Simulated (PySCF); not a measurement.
# Ir (iridium, neutral) across methods

[Xe] 4f14 5d9, 2D determinant (an excited configuration). Computed with PySCF 2.14 in aug-cc-pwCVTZ-PP with ECP60MDF (8s8p7d4f3g, 122 functions), with scalar relativity through the core potential.

| method | E (hartree) | mean ε 5p β (eV) | mean ε 5d α (eV) | mean ε 5d β (eV) | Σ⟨r²⟩ (bohr²) | ⟨S²⟩ |
| --- | --- | --- | --- | --- | --- | --- |
| r2SCAN | -104.3645 | -51.281 | -4.376 | -3.716 | 50.53 | 0.781 |
| PBE0 | -104.3289 | -53.366 | -5.666 | -5.037 | 50.83 | 0.777 |
| LDA | -104.1621 | -50.386 | -4.706 | -4.107 | 51.84 | 0.762 |

Estimate the same row for PBE.

E (hartree) = -104.3765; mean ε 5p β (eV) = -50.255; mean ε 5d α (eV) = -4.444; mean ε 5d β (eV) = -3.852; Σ⟨r²⟩ (bohr²) = 51.62; ⟨S²⟩ = 0.772.

Energies and moments cover only the electrons outside the core potential. Spin-orbit coupling, absent here, splits the open shell strongly.
